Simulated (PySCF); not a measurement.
Si(H)(F)(Br)(Me) (CH4BrFSi), SMILES C[SiH](F)Br. Atoms are numbered in the order given.

```xyz
8

Si    -0.2554    -0.9002     0.3619
C     -2.1031    -0.8328     0.2757
F      0.2954    -1.9182    -0.7744
Br     0.5917     1.1050    -0.0625
H      0.2835    -1.3584     1.6659
H     -2.5311    -1.8327     0.4485
H     -2.4988    -0.1447     1.0379
H     -2.4270    -0.4779    -0.7141
```
Charge 0, spin multiplicity 1.

Geometry: PBE0-D3(BJ)/def2-SVP.

Method: PBE0-D3(BJ)/def2-SVP run with PySCF 2.14.0.

Frequencies are harmonic and unscaled.

```
mode  ν (cm⁻¹)  IR (km/mol)  Raman (Å⁴/amu)  depolarisation    moving atoms (share of kinetic energy)
----  --------  -----------  --------------  --------------  ----------------------------------------
1          156          0.0             0.0               –                                    H 98 %
2          173          0.8             2.0            0.70  C 38 %, H 26 %, Si 13 %, Br 12 %, F 10 %
3          213          4.7             1.7            0.61                           F 64 %, Br 19 %
4          267         10.9             1.2            0.71           Si 34 %, F 26 %, H 23 %, C 13 %
5          434         62.2             7.4            0.16                   Si 61 %, Br 23 %, H 9 %
6          669          8.1             9.8            0.62                            H 72 %, C 22 %
7          730         25.7             7.5            0.27                   H 65 %, C 22 %, Si 10 %
8          769         79.8             3.7            0.23                   H 49 %, Si 25 %, C 24 %
9          844         51.7             7.4            0.74                            H 66 %, F 23 %
10         880        188.3             6.5            0.70                   H 71 %, C 12 %, Si 10 %
11         939        185.9             2.0            0.38                   Si 40 %, H 28 %, F 28 %
12        1270         38.5             1.1            0.24                            H 77 %, C 23 %
13        1419          7.6            12.2            0.75                                    H 96 %
14        1421          3.4             9.7            0.74                                    H 96 %
15        2287        108.6           142.5            0.20                                    H 97 %
16        3063          0.2           138.1            0.01                                    H 97 %
17        3172          0.3            94.2            0.74                             H 91 %, C 9 %
18        3179          0.0            64.0            0.75                             H 91 %, C 9 %
```
